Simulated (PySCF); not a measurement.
Radial density of Ir⁶⁸⁺ (iridium, charge +68)

revPBE, [He] 2s2 2p5, 2P determinant. Computed with PySCF 2.14 in an even-tempered Gaussian basis (18 s from 47 bohr⁻², ratio 2.2; 13 p from 61 bohr⁻², ratio 2.2; 5 d from 240 bohr⁻², ratio 2.4; 5 f from 360 bohr⁻², ratio 2.4; 4 g from 540 bohr⁻², ratio 2.4), with the spin-free X2C one-electron Hamiltonian (Gaussian nucleus).

```tsv
r (bohr)	4πr²ρ (e/bohr)	4πr²(ρα − ρβ)
0.0147	96.92	2.3977
0.0247	76.16	7.3407
0.0416	94.83	13.9663
0.0700	87.25	11.7113
0.118	19.24	2.4507
0.198	0.3759	0.0492
0.333	0.0001566	0.0000
```

Densities and radii are taken from the X2C orbitals without a picture-change correction, which distorts them close to the nucleus.

Spin-orbit coupling, absent here, splits the open shell strongly.
